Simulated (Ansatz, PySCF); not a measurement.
Reaction (SMILES): C[SiH2][SiH2]N(C)C + 5 [H][H] (H2) → 3 C (CH4) + N (NH3) + 2 [SiH4] (SiH4)
Each molecule is optimised on its own at B3LYP-D3(BJ)/def2-TZVP (Ansatz, a first-principles code), one conformer each, not searched for the lowest. Frequencies are from Ansatz or PySCF.

Quantity: energy of full hydrogenation (enthalpy at 298 K, with B3LYP-D3(BJ) rigid-rotor harmonic-oscillator terms), in kJ/mol. Valence correlation only, unless marked. Spin-orbit coupling is left out. No relativistic terms. CBS marks a two-point X^-3 extrapolation of the correlation energy; Hartree-Fock from the larger set. The bracket is a focal-point correction in the basis named.

RI-MP2/CBS(aug-cc-pV(T+d)Z,aug-cc-pV(Q+d)Z)+[CCSD(T)-MP2]/aug-cc-pV(T+d)Z (Ansatz) gives -174.2 kJ/mol.

Problem. Another calculation gave -196.2 kJ/mol. Which level was it?
(A) wB97M-V/def2-TZVPD (Ansatz)
(B) SVWN5/def2-TZVPD (Ansatz)
(C) CAM-B3LYP/def2-TZVPD (Ansatz)
(D) B2PLYP/def2-TZVPD (Ansatz)

Solution. D, B2PLYP/def2-TZVPD (Ansatz). The others give -178.6 (wB97M-V), -217.3 (CAM-B3LYP), -145.4 (SVWN5) kJ/mol.
